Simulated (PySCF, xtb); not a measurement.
CH5NOSW, SMILES [SH][W]([CH3])(=[NH])=[O], multiplicity 1. The values are those of a single conformer.

Harmonic wavenumbers (cm⁻¹) from GFN2-xTB (xtb) at its own minimum, in rising order: 32, 121, 138, 165, 175, 217, 264, 298, 444, 484, 570, 605, 613, 649, 844, 902, 1276, 1457, 1480, 2301, 2830, 2849, 2920, 3318.

### Question
What does PBE-D3(BJ)/def2-SVP (PySCF) give at its own minimum? (An estimate is asked for; the answer gives what the named calculation found.)

### Answer
127, 147, 183, 201, 205, 272, 309, 378, 540, 550, 607, 618, 645, 685, 945, 983, 1160, 1348, 1358, 2587, 2957, 3061, 3072, 3507. Paired by order, the mean absolute difference is 91 cm⁻¹ and the zero-point energies are 35.7 and 37.8 kcal/mol.
